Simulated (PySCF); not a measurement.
Working out the excitation energy of N⁺

N⁺ [He] 2s2 2p2 (3P) → N⁺ [He] 2s1 2p2 3d1 (high-spin determinant). Computed with PySCF 2.14 in aug-cc-pVDZ (4s3p2d, 23 functions), with no relativity, point nucleus. Frozen: 1s2. Energies in hartree (1 hartree = 27.21139 eV):

```tsv
part	N⁺ (lower)	N⁺ (upper)
UHF	-53.881265	-52.693766
MP2 opposite-spin	-0.046057	0.000000
MP2 same-spin	-0.008781	-0.011660
```

Task: What does Hartree-Fock give?

Result: (-52.693766) − (-53.881265) = 1.187499 hartree = 32.313 eV.

Task: What do MP2 and SCS-MP2 (6/5 opposite-spin, 1/3 same-spin) give?

Result: The opposite-spin parts differ by 1.253 eV and the same-spin parts by -0.078 eV. MP2: 32.313 + (1.253) + (-0.078) = 33.488 eV. SCS-MP2: 32.313 + 1.2 × (1.253) + (-0.078)/3 = 33.791 eV.

One determinant mixes LS terms, so it does not stand for a single term.

The upper state lies above the first ionisation limit, but in LS coupling its spin forbids autoionisation to the ground ion. A Rydberg-like electron needs more diffuse functions than a valence basis has.

A double-zeta basis recovers only part of the correlation energy.
